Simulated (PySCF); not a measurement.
Worked example: chemical shift, span and skew from a shielding tensor

C₂H₆BeO, SMILES [CH3][Be][O]C. Atoms are numbered in the order given.

```xyz
10

Be     0.0000     0.0000     0.6980
C      0.0000     0.0000     2.3752
H      1.0229    -0.0168     2.7900
H     -0.5260    -0.8774     2.7900
H     -0.4969     0.8942     2.7900
O      0.0000     0.0000    -0.6976
C      0.0000     0.0000    -2.0697
H     -1.0058     0.2185    -2.4715
H      0.6921     0.7618    -2.4715
H      0.3137    -0.9803    -2.4715
```

Coordinates come from a PBE0-D3(BJ)/def2-SVP optimisation. The values are those of a single conformer.

GIAO shieldings from B3LYP/pcSseg-1 run with PySCF, non-relativistic, no solvent. The symmetric part of the tensor of C7 has the principal values 97.3, 97.3, 179.1 ppm. The same nucleus in TMS has σ = 181.3 ppm at this level (PySCF, at its B3LYP-D3(BJ)/def2-TZVP geometry).

### Question
Work out the isotropic shielding, the ¹³C shift against TMS, the span and the skew.

### Answer

σ(iso) = (σ11 + σ22 + σ33)/3 = 124.6 ppm. δ = σ(ref) − σ(iso) = 181.3 − (124.6) = 56.7 ppm.
Span Ω = σ33 − σ11 = 81.8 ppm. Skew κ = 3(σ(iso) − σ22)/Ω = 1.00, an axial tensor. Tumbling in solution averages the tensor to δ; in a static solid the shielding alone would spread this spin-1/2 line over Ω.
